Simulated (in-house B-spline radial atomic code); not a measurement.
Successive ionisation energies of niobium; each step leads to the configuration of the next row (after the last: [Ar] 3d3/2(3)). Dirac energy differences include first-order Breit, QED and recoil terms. NIST's values go from ground level to ground level; the uncertainty of those that are theory runs from under 0.1 % in few-electron ions to several per cent in heavy many-electron ones. Computed with an all-electron radial atomic-structure program (B-spline basis): Dirac-Hartree-Fock, jj configuration that fills j = l - 1/2 first, finite nuclei.

A number in brackets counts the electrons of a j subshell.

| ion | configuration | ionisation energy (eV) | tabulated value (eV) | tabulated kind | computed minus tabulated (eV) | highest orbital | largest mean radius (bohr) |
| --- | --- | --- | --- | --- | --- | --- | --- |
| Nb | [Kr] 4d3/2(4) 5s1 | 5.4 | 6.75885 | measured | -1.4 | 5s1/2 | 4.0726 |
| Nb+ | [Kr] 4d3/2(4) | 12.7 | 14.32 | semi-empirical | -1.6 | 4d3/2 | 2.0217 |
| Nb2+ | [Kr] 4d3/2(3) | 23.7 | 25.04 | semi-empirical | -1.4 | 4d3/2 | 1.8366 |
| Nb3+ | [Kr] 4d3/2(2) | 36.0 | 37.611 | measured | -1.6 | 4d3/2 | 1.7074 |
| Nb4+ | [Kr] 4d3/2(1) | 49.5 | 50.5728 | measured | -1.1 | 4d3/2 | 1.6089 |
| Nb5+ | [Ar] 3d10 4s2 4p6 | 100.9 | 102.069 | semi-empirical | -1.2 | 4p3/2 | 1.2418 |
| Nb6+ | [Ar] 3d10 4s2 4p1/2(2) 4p3/2(3) | 118.9 | 119.1 | measured | -0.2 | 4p3/2 | 1.2121 |
| Nb7+ | [Ar] 3d10 4s2 4p1/2(2) 4p3/2(2) | 137.6 | 136 | tabulated theory | 1.6 | 4p3/2 | 1.1852 |
| Nb8+ | [Ar] 3d10 4s2 4p1/2(2) 4p3/2(1) | 156.8 | 159.2 | semi-empirical | -2.4 | 4p3/2 | 1.1602 |
| Nb9+ | [Ar] 3d10 4s2 4p1/2(2) | 178.2 | 180 | tabulated theory | -1.8 | 4p1/2 | 1.1213 |
| Nb10+ | [Ar] 3d10 4s2 4p1/2(1) | 199.7 | 200.28 | semi-empirical | -0.6 | 4p1/2 | 1.0982 |
| Nb11+ | [Ar] 3d10 4s2 | 243.7 | 246.1 | semi-empirical | -2.4 | 4s1/2 | 1.0327 |
| Nb12+ | [Ar] 3d10 4s1 | 267.2 | 268.59 | measured | -1.3 | 4s1/2 | 1.0158 |
| Nb13+ | [Ar] 3d10 | 482.1 | 482.5 | semi-empirical | -0.4 | 3d5/2 | 0.44177 |
| Nb14+ | [Ar] 3d3/2(4) 3d5/2(5) | 532.4 | 530 | tabulated theory | 2.4 | 3d5/2 | 0.43673 |
| Nb15+ | [Ar] 3d3/2(4) 3d5/2(4) | 584.4 | 581 | tabulated theory | 3.4 | 3d5/2 | 0.43174 |
| Nb16+ | [Ar] 3d3/2(4) 3d5/2(3) | 638.0 | 636 | tabulated theory | 2.0 | 3d5/2 | 0.42679 |
| Nb17+ | [Ar] 3d3/2(4) 3d5/2(2) | 693.3 | 688 | tabulated theory | 5.3 | 3d5/2 | 0.42191 |
| Nb18+ | [Ar] 3d3/2(4) 3d5/2(1) | 750.2 | 758 | tabulated theory | -7.8 | 3d5/2 | 0.41745 |
| Nb19+ | [Ar] 3d3/2(4) | 815.0 | 816 | tabulated theory | -1.0 | 3d3/2 | 0.41349 |

(1) Where is the largest jump?

(2) How far is this level of theory from the measured and semi-empirical values?

Results:

(1) From Nb to Nb+, by a factor of 2.37 (5.3779 to 12.725 eV); the highest orbital goes from 5s1/2 to 4d3/2.

(2) Over those 12 rows the differences run from -2.43 to -0.214 eV (mean absolute value 1.3 eV). The calculation leaves out correlation and, in open shells, the multiplet splittings that an average leaves out.
